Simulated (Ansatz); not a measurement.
Ansatz (a quantum-chemistry and plane-wave program) input file for Te(Cl)2 anion (Cl2Te), SMILES [Te](Cl)Cl (connectivity only; charge and spin as stated), charge -1, multiplicity 2, PBE-D3(BJ)/def2-SVPD. 

Ansatz 0.2 input:
```yaml
crystal:
  periodic: [false, false, false]
  atoms:
    - {symbol: Te, position_ang: [0.00000000, 0.00000000, 0.12923695]}
    - {symbol: Cl, position_ang: [-0.00000000, -2.54874216, -0.19765652]}
    - {symbol: Cl, position_ang: [0.00000000, 2.54874216, -0.19765652]}
basis:
  gaussian:
    orbitals: def2-SVPD
hamiltonian:
  xc: pbe
  dispersion: d3bj
total_charge: -1
magnetization: {spin_polarized: true, initial_magnetization: 1}
relax: {f_tol: 0.002, max_steps: 200}
```

It prints:

```
WARN ansatz: RAYON_NUM_THREADS=1 ignored (pool sized by the plan → 1); use --threads N
Functional definition: PBE
integrals: 0.04 GiB planned
932 factors; their error is unknown
mean field: 0.28 GiB planned
mean field evaluation 1: about -32323.8240 eV, gradient 8.7e0 eV
mean field evaluation 2: about -32323.1990 eV, gradient 1.3e1 eV
mean field evaluation 4: about -32324.2905 eV, gradient 4.3e-1 eV
mean field evaluation 8: about -32324.2741 eV, gradient 4.6e-2 eV
mean field evaluation 16: about -32324.2741 eV, gradient 3.2e-5 eV
mean field evaluation 32: about -32324.1866 eV, gradient 2.1e-6 eV
mean field -32324.27414952 eV, -1187.8951648150 hartree, gradient 1.1e-6 eV, S^2 0.751653; 4 other end points of the search recorded, 0 dependent functions left out
the calculation of the forces begins
reference -32324.27419026 eV, -1187.8951663120 hartree; 30, 29 occupied and 59, 60 virtual orbitals, 932 factors
relax step   1: F+E_penalty+E_count = -32324.35310972 eV  Δ(F+E_penalty+E_count) = +0.000e0 eV  max|allowed force component| = 4.221e-1 eV/Å  Δτ_max = 0.0000 Å  (109 SCF iters, accepted)
these checks for a lower state are left out or cut short: starts, cluster_reference, orbital_swaps, neighbouring_geometries, increment
integrals: 0.04 GiB planned
932 factors; their error is unknown
mean field: 0.28 GiB planned
mean field -32324.29890593 eV, -1187.8960745963 hartree, gradient 4.9e-6 eV, S^2 0.751727; 0 other end points of the search recorded, 0 dependent functions left out
the calculation of the forces begins
reference -32324.29894695 eV, -1187.8960761038 hartree; 30, 29 occupied and 59, 60 virtual orbitals, 932 factors
relax step   2: F+E_penalty+E_count = -32324.37693817 eV  Δ(F+E_penalty+E_count) = -2.383e-2 eV  max|allowed force component| = 7.106e-2 eV/Å  Δτ_max = 0.0680 Å  (44 SCF iters, accepted)
these checks for a lower state are left out or cut short: starts, cluster_reference, orbital_swaps, neighbouring_geometries, increment
integrals: 0.04 GiB planned
932 factors; their error is unknown
mean field: 0.28 GiB planned
mean field evaluation 64: about -32324.3031 eV, gradient 3.0e-4 eV
mean field -32324.30311406 eV, -1187.8962292422 hartree, gradient 2.7e-6 eV, S^2 0.751745; 0 other end points of the search recorded, 0 dependent functions left out
the calculation of the forces begins
reference -32324.30315505 eV, -1187.8962307486 hartree; 30, 29 occupied and 59, 60 virtual orbitals, 932 factors
relax step   3: F+E_penalty+E_count = -32324.38114770 eV  Δ(F+E_penalty+E_count) = -4.210e-3 eV  max|allowed force component| = 4.126e-2 eV/Å  Δτ_max = 0.0548 Å  (41 SCF iters, accepted)
these checks for a lower state are left out or cut short: starts, cluster_reference, orbital_swaps, neighbouring_geometries, increment
integrals: 0.04 GiB planned
932 factors; their error is unknown
mean field: 0.28 GiB planned
mean field -32324.30641042 eV, -1187.8963503810 hartree, gradient 2.8e-6 eV, S^2 0.751764; 0 other end points of the search recorded, 0 dependent functions left out
the calculation of the forces begins
reference -32324.30645140 eV, -1187.8963518873 hartree; 30, 29 occupied and 59, 60 virtual orbitals, 932 factors
relax step   4: F+E_penalty+E_count = -32324.38444474 eV  Δ(F+E_penalty+E_count) = -3.297e-3 eV  max|allowed force component| = 9.473e-3 eV/Å  Δτ_max = 0.0958 Å  (44 SCF iters, accepted)
these checks for a lower state are left out or cut short: starts, cluster_reference, orbital_swaps, neighbouring_geometries, increment
integrals: 0.04 GiB planned
932 factors; their error is unknown
mean field: 0.28 GiB planned
mean field evaluation 96: about -32324.3067 eV, gradient 6.8e-9 eV
mean field -32324.30667943 eV, -1187.8963602671 hartree, gradient 5.7e-11 eV, S^2 0.751767; 0 other end points of the search recorded, 0 dependent functions left out
the calculation of the forces begins
reference -32324.30672042 eV, -1187.8963617736 hartree; 30, 29 occupied and 59, 60 virtual orbitals, 932 factors
relax step   5: F+E_penalty+E_count = -32324.38470770 eV  Δ(F+E_penalty+E_count) = -2.630e-4 eV  max|allowed force component| = 2.865e-3 eV/Å  Δτ_max = 0.0285 Å  (83 SCF iters, accepted)
these checks for a lower state are left out or cut short: starts, cluster_reference, orbital_swaps, neighbouring_geometries, increment
integrals: 0.04 GiB planned
932 factors; their error is unknown
mean field: 0.28 GiB planned
mean field -32324.30670751 eV, -1187.8963612991 hartree, gradient 3.6e-6 eV, S^2 0.751767; 0 other end points of the search recorded, 0 dependent functions left out
the calculation of the forces begins
reference -32324.30674851 eV, -1187.8963628056 hartree; 30, 29 occupied and 59, 60 virtual orbitals, 932 factors
relax step   6: F+E_penalty+E_count = -32324.38473450 eV  Δ(F+E_penalty+E_count) = -2.680e-5 eV  max|allowed force component| = 6.789e-4 eV/Å  Δτ_max = 0.0124 Å  (83 SCF iters, accepted)
integrals: 0.04 GiB planned
932 factors; their error is unknown
mean field: 0.28 GiB planned
mean field evaluation 128: about -32324.3067 eV, gradient 5.6e-4 eV
mean field evaluation 160: about -32324.3068 eV, gradient 1.5e-3 eV
mean field -32324.30670751 eV, -1187.8963612991 hartree, gradient 3.6e-6 eV, S^2 0.751767; 3 other end points of the search recorded, 0 dependent functions left out
the calculation of the forces begins
reference -32324.30674851 eV, -1187.8963628056 hartree; 30, 29 occupied and 59, 60 virtual orbitals, 932 factors
Total energy: -32324.38477549 eV, -1187.8992302445 hartree
Atom 0 at     0.000000    -0.000000    -0.088521 Å, force    -0.000000    -0.000000    -0.000039 eV/Å
Atom 1 at    -0.000000    -2.623905    -0.088777 Å, force     0.000000     0.000679     0.000019 eV/Å
Atom 2 at    -0.000000     2.623905    -0.088777 Å, force     0.000000    -0.000679     0.000019 eV/Å
Dipole moment:    -0.000000     0.000000     0.000113 e Å
```

Self-consistency was reached.

Cost: around 60 core-seconds (rough).
